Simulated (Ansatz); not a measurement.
Ansatz (a first-principles code) input (B3LYP/6-31G*):

Ansatz 0.2 input:
```yaml
crystal:
  periodic: [false, false, false]
  atoms:
    - {symbol: N, position_ang: [-1.75091138, -0.07433560, 0.10311509]}
    - {symbol: B, position_ang: [-0.17516246, -0.01254570, 0.00943908]}
    - {symbol: Cl, position_ang: [0.64772541, -1.51111580, -0.01473383]}
    - {symbol: Cl, position_ang: [0.50090467, 1.55847941, -0.05294447]}
    - {symbol: H, position_ang: [-2.11355551, -1.03716187, 0.10891619]}
    - {symbol: H, position_ang: [-2.08974994, 0.39216999, 0.95757822]}
    - {symbol: H, position_ang: [-2.19121389, 0.42288836, -0.68496429]}
basis:
  gaussian:
    orbitals: 6-31G*
hamiltonian:
  xc: {name: B3LYP}
total_charge: 1
phonons: {temperatures: {t_min: 298.15, t_max: 298.15, t_step: 100}}
```

Output:

```
Functional definition: B3LYP
integrals: 0.02 GiB planned
808 factors; integrals over basis functions are off by at most 3.4e-4 eV
mean field: 0.25 GiB planned
mean field evaluation 1: about -27249.6473 eV, gradient 5.7e1 eV
mean field evaluation 2: about -27246.9331 eV, gradient 6.6e1 eV
mean field evaluation 4: about -27255.9356 eV, gradient 1.9e0 eV
mean field evaluation 8: about -27255.9587 eV, gradient 1.8e-2 eV
mean field -27255.95866406 eV, -1001.6380061518 hartree, gradient 9.1e-6 eV, S^2 0.000000; 0 other end points of the search recorded, 0 dependent functions left out
the calculation of the forces begins
reference -27255.95885307 eV, -1001.6380130977 hartree; 24, 24 occupied and 50, 50 virtual orbitals, 808 factors
these checks for a lower state are left out or cut short: stability, starts, cluster_reference, orbital_swaps, neighbouring_geometries, increment
integrals: 0.02 GiB planned
808 factors; integrals over basis functions are off by at most 3.4e-4 eV
mean field: 0.25 GiB planned
mean field evaluation 16: about -27255.9445 eV, gradient 1.6e-1 eV
mean field -27255.95852003 eV, -1001.6380008587 hartree, gradient 1.1e-6 eV, S^2 0.000000; 0 other end points of the search recorded, 0 dependent functions left out
the calculation of the forces begins
reference -27255.95870909 eV, -1001.6380078068 hartree; 24, 24 occupied and 50, 50 virtual orbitals, 808 factors
these checks for a lower state are left out or cut short: stability, starts, cluster_reference, orbital_swaps, neighbouring_geometries, increment
integrals: 0.02 GiB planned
808 factors; integrals over basis functions are off by at most 3.4e-4 eV
mean field: 0.25 GiB planned
mean field -27255.95851900 eV, -1001.6380008212 hartree, gradient 1.6e-6 eV, S^2 0.000000; 0 other end points of the search recorded, 0 dependent functions left out
the calculation of the forces begins
reference -27255.95870796 eV, -1001.6380077650 hartree; 24, 24 occupied and 50, 50 virtual orbitals, 808 factors
these checks for a lower state are left out or cut short: stability, starts, cluster_reference, orbital_swaps, neighbouring_geometries, increment
integrals: 0.02 GiB planned
808 factors; integrals over basis functions are off by at most 3.4e-4 eV
mean field: 0.25 GiB planned
mean field evaluation 32: about -27255.9585 eV, gradient 1.5e-6 eV
mean field -27255.95845036 eV, -1001.6379982986 hartree, gradient 1.5e-6 eV, S^2 0.000000; 0 other end points of the search recorded, 0 dependent functions left out
the calculation of the forces begins
reference -27255.95863936 eV, -1001.6380052441 hartree; 24, 24 occupied and 50, 50 virtual orbitals, 808 factors
these checks for a lower state are left out or cut short: stability, starts, cluster_reference, orbital_swaps, neighbouring_geometries, increment
integrals: 0.02 GiB planned
808 factors; integrals over basis functions are off by at most 3.4e-4 eV
mean field: 0.25 GiB planned
mean field -27255.95844841 eV, -1001.6379982268 hartree, gradient 1.1e-6 eV, S^2 0.000000; 0 other end points of the search recorded, 0 dependent functions left out
the calculation of the forces begins
reference -27255.95863743 eV, -1001.6380051733 hartree; 24, 24 occupied and 50, 50 virtual orbitals, 808 factors
these checks for a lower state are left out or cut short: stability, starts, cluster_reference, orbital_swaps, neighbouring_geometries, increment
integrals: 0.02 GiB planned
808 factors; integrals over basis functions are off by at most 3.4e-4 eV
mean field: 0.25 GiB planned
mean field -27255.95846753 eV, -1001.6379989297 hartree, gradient 1.8e-6 eV, S^2 0.000000; 0 other end points of the search recorded, 0 dependent functions left out
the calculation of the forces begins
reference -27255.95865654 eV, -1001.6380058757 hartree; 24, 24 occupied and 50, 50 virtual orbitals, 808 factors
these checks for a lower state are left out or cut short: stability, starts, cluster_reference, orbital_swaps, neighbouring_geometries, increment
integrals: 0.02 GiB planned
808 factors; integrals over basis functions are off by at most 3.4e-4 eV
mean field: 0.25 GiB planned
mean field -27255.95846813 eV, -1001.6379989516 hartree, gradient 1.5e-6 eV, S^2 0.000000; 0 other end points of the search recorded, 0 dependent functions left out
the calculation of the forces begins
reference -27255.95865714 eV, -1001.6380058976 hartree; 24, 24 occupied and 50, 50 virtual orbitals, 808 factors
these checks for a lower state are left out or cut short: stability, starts, cluster_reference, orbital_swaps, neighbouring_geometries, increment
integrals: 0.02 GiB planned
808 factors; integrals over basis functions are off by at most 3.4e-4 eV
mean field: 0.25 GiB planned
mean field -27255.95857551 eV, -1001.6380028976 hartree, gradient 9.3e-7 eV, S^2 0.000000; 0 other end points of the search recorded, 0 dependent functions left out
[...]
mean field -27255.95864602 eV, -1001.6380054888 hartree, gradient 7.9e-7 eV, S^2 0.000000; 0 other end points of the search recorded, 0 dependent functions left out
the calculation of the forces begins
reference -27255.95883503 eV, -1001.6380124348 hartree; 24, 24 occupied and 50, 50 virtual orbitals, 808 factors
these checks for a lower state are left out or cut short: stability, starts, cluster_reference, orbital_swaps, neighbouring_geometries, increment
integrals: 0.02 GiB planned
808 factors; integrals over basis functions are off by at most 3.4e-4 eV
mean field: 0.25 GiB planned
mean field -27255.95863729 eV, -1001.6380051680 hartree, gradient 1.3e-6 eV, S^2 0.000000; 0 other end points of the search recorded, 0 dependent functions left out
the calculation of the forces begins
reference -27255.95882627 eV, -1001.6380121131 hartree; 24, 24 occupied and 50, 50 virtual orbitals, 808 factors
these checks for a lower state are left out or cut short: stability, starts, cluster_reference, orbital_swaps, neighbouring_geometries, increment
integrals: 0.02 GiB planned
808 factors; integrals over basis functions are off by at most 3.4e-4 eV
mean field: 0.25 GiB planned
mean field -27255.95863708 eV, -1001.6380051603 hartree, gradient 8.1e-7 eV, S^2 0.000000; 0 other end points of the search recorded, 0 dependent functions left out
the calculation of the forces begins
reference -27255.95882611 eV, -1001.6380121071 hartree; 24, 24 occupied and 50, 50 virtual orbitals, 808 factors
these checks for a lower state are left out or cut short: stability, starts, cluster_reference, orbital_swaps, neighbouring_geometries, increment
integrals: 0.02 GiB planned
808 factors; integrals over basis functions are off by at most 3.4e-4 eV
mean field: 0.25 GiB planned
mean field -27255.95862407 eV, -1001.6380046823 hartree, gradient 9.5e-7 eV, S^2 0.000000; 0 other end points of the search recorded, 0 dependent functions left out
the calculation of the forces begins
reference -27255.95881310 eV, -1001.6380116291 hartree; 24, 24 occupied and 50, 50 virtual orbitals, 808 factors
these checks for a lower state are left out or cut short: stability, starts, cluster_reference, orbital_swaps, neighbouring_geometries, increment
integrals: 0.02 GiB planned
808 factors; integrals over basis functions are off by at most 3.4e-4 eV
mean field: 0.25 GiB planned
mean field -27255.95862457 eV, -1001.6380047007 hartree, gradient 1.6e-6 eV, S^2 0.000000; 0 other end points of the search recorded, 0 dependent functions left out
the calculation of the forces begins
reference -27255.95881356 eV, -1001.6380116458 hartree; 24, 24 occupied and 50, 50 virtual orbitals, 808 factors
these checks for a lower state are left out or cut short: stability, starts, cluster_reference, orbital_swaps, neighbouring_geometries, increment
integrals: 0.02 GiB planned
808 factors; integrals over basis functions are off by at most 3.4e-4 eV
mean field: 0.25 GiB planned
mean field evaluation 224: about -27255.9586 eV, gradient 1.2e-6 eV
mean field -27255.95857115 eV, -1001.6380027376 hartree, gradient 1.2e-6 eV, S^2 0.000000; 0 other end points of the search recorded, 0 dependent functions left out
the calculation of the forces begins
reference -27255.95876020 eV, -1001.6380096849 hartree; 24, 24 occupied and 50, 50 virtual orbitals, 808 factors
these checks for a lower state are left out or cut short: stability, starts, cluster_reference, orbital_swaps, neighbouring_geometries, increment
integrals: 0.02 GiB planned
808 factors; integrals over basis functions are off by at most 3.4e-4 eV
mean field: 0.25 GiB planned
mean field -27255.95857076 eV, -1001.6380027233 hartree, gradient 2.5e-6 eV, S^2 0.000000; 0 other end points of the search recorded, 0 dependent functions left out
the calculation of the forces begins
reference -27255.95875974 eV, -1001.6380096679 hartree; 24, 24 occupied and 50, 50 virtual orbitals, 808 factors
these checks for a lower state are left out or cut short: stability, starts, cluster_reference, orbital_swaps, neighbouring_geometries, increment
integrals: 0.02 GiB planned
808 factors; integrals over basis functions are off by at most 3.4e-4 eV
mean field: 0.25 GiB planned
mean field -27255.95862859 eV, -1001.6380048483 hartree, gradient 1.5e-6 eV, S^2 0.000000; 0 other end points of the search recorded, 0 dependent functions left out
the calculation of the forces begins
reference -27255.95881757 eV, -1001.6380117932 hartree; 24, 24 occupied and 50, 50 virtual orbitals, 808 factors
these checks for a lower state are left out or cut short: stability, starts, cluster_reference, orbital_swaps, neighbouring_geometries, increment
integrals: 0.02 GiB planned
808 factors; integrals over basis functions are off by at most 3.4e-4 eV
mean field: 0.25 GiB planned
mean field -27255.95862953 eV, -1001.6380048828 hartree, gradient 9.0e-7 eV, S^2 0.000000; 0 other end points of the search recorded, 0 dependent functions left out
the calculation of the forces begins
reference -27255.95881857 eV, -1001.6380118298 hartree; 24, 24 occupied and 50, 50 virtual orbitals, 808 factors
these checks for a lower state are left out or cut short: stability, starts, cluster_reference, orbital_swaps, neighbouring_geometries, increment
integrals: 0.02 GiB planned
808 factors; integrals over basis functions are off by at most 3.4e-4 eV
mean field: 0.25 GiB planned
mean field -27255.95862117 eV, -1001.6380045758 hartree, gradient 9.9e-7 eV, S^2 0.000000; 0 other end points of the search recorded, 0 dependent functions left out
the calculation of the forces begins
reference -27255.95881021 eV, -1001.6380115228 hartree; 24, 24 occupied and 50, 50 virtual orbitals, 808 factors
these checks for a lower state are left out or cut short: stability, starts, cluster_reference, orbital_swaps, neighbouring_geometries, increment
integrals: 0.02 GiB planned
808 factors; integrals over basis functions are off by at most 3.4e-4 eV
mean field: 0.25 GiB planned
mean field -27255.95862115 eV, -1001.6380045749 hartree, gradient 1.7e-6 eV, S^2 0.000000; 0 other end points of the search recorded, 0 dependent functions left out
the calculation of the forces begins
reference -27255.95881013 eV, -1001.6380115199 hartree; 24, 24 occupied and 50, 50 virtual orbitals, 808 factors
these checks for a lower state are left out or cut short: stability, starts, cluster_reference, orbital_swaps, neighbouring_geometries, increment
integrals: 0.02 GiB planned
808 factors; integrals over basis functions are off by at most 3.4e-4 eV
mean field: 0.25 GiB planned
mean field evaluation 256: about -27255.9446 eV, gradient 1.3e-1 eV
mean field -27255.95858177 eV, -1001.6380031277 hartree, gradient 2.3e-6 eV, S^2 0.000000; 0 other end points of the search recorded, 0 dependent functions left out
the calculation of the forces begins
reference -27255.95877074 eV, -1001.6380100724 hartree; 24, 24 occupied and 50, 50 virtual orbitals, 808 factors
these checks for a lower state are left out or cut short: stability, starts, cluster_reference, orbital_swaps, neighbouring_geometries, increment
integrals: 0.02 GiB planned
808 factors; integrals over basis functions are off by at most 3.4e-4 eV
mean field: 0.25 GiB planned
mean field -27255.95858216 eV, -1001.6380031422 hartree, gradient 1.1e-6 eV, S^2 0.000000; 0 other end points of the search recorded, 0 dependent functions left out
the calculation of the forces begins
reference -27255.95877121 eV, -1001.6380100895 hartree; 24, 24 occupied and 50, 50 virtual orbitals, 808 factors
WARN: phonons: modes at or below zero, which the zero-point energy, F, S and C_V leave out: 1, the lowest at -13.58 cm⁻¹ …
Total energy: -27255.95885307 eV, -1001.6380130977 hartree
Atom 0 at    -1.750911    -0.074336     0.103115 Å, force     0.000373     0.000141    -0.000074 eV/Å
Atom 1 at    -0.175162    -0.012546     0.009439 Å, force    -0.000036     0.000104    -0.000005 eV/Å
Atom 2 at     0.647725    -1.511116    -0.014734 Å, force    -0.000014    -0.000019     0.000054 eV/Å
Atom 3 at     0.500905     1.558479    -0.052944 Å, force    -0.000056    -0.000100     0.000031 eV/Å
Atom 4 at    -2.113556    -1.037162     0.108916 Å, force    -0.000097    -0.000033     0.000034 eV/Å
Atom 5 at    -2.089750     0.392170     0.957578 Å, force     0.000027    -0.000096    -0.000056 eV/Å
Atom 6 at    -2.191214     0.422888    -0.684964 Å, force    -0.000196     0.000004     0.000017 eV/Å
Dipole moment:    -1.447623    -0.051242     0.086845 e Å
Vibrations: -13.58 281.72 297.18 417.54 545.40 875.49 942.94 953.69 1183.20 1507.78 1671.81 1674.90 3365.13 3444.99 3464.56 cm⁻¹, zero-point energy 1.278670 eV
```

The blocks after the first are displaced geometries, from whose forces the wavenumbers follow.

The dipole moment of an ion depends on the origin.
